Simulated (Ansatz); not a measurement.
Cartesian coordinates in Å:
```
O 2.978 -0.446 -0.501
Si 1.511 0.263 -0.679
Cl 1.514 2.159 0.151
Si -0.244 -0.876 0.369
Si -2.201 0.399 0.248
H 3.277 -0.651 0.386
H 1.335 0.425 -2.139
H -0.438 -2.205 -0.278
H 0.136 -1.101 1.794
H -3.359 -0.368 0.781
H -2.474 0.755 -1.170
H -2.035 1.646 1.039
```

Total charge 0; spin multiplicity 1.

Q: List the PBE0/def2-TZVPP orbital energies in eV (Ansatz). (Best estimate.)

A: Computed: Occupied: -2767.34, -1804.03, -1802.64, -1802.61, -523.21, -259.19, -197.46, -197.35, -197.34, -146.19, -145.01, -145.01, -100.90, -100.85, -100.81, -99.67, -99.66, -99.65, -99.65, -99.65, -99.65, -28.65, -23.07, -16.50, -15.82, -14.34, -13.03, -11.55, -11.10, -10.57, -10.19, -10.01, -9.69, -9.50, -9.29, -8.67, -7.86. Lowest empty: -0.62, -0.23, 0.08, 0.45, 0.56, 1.06, 1.38, 1.77.
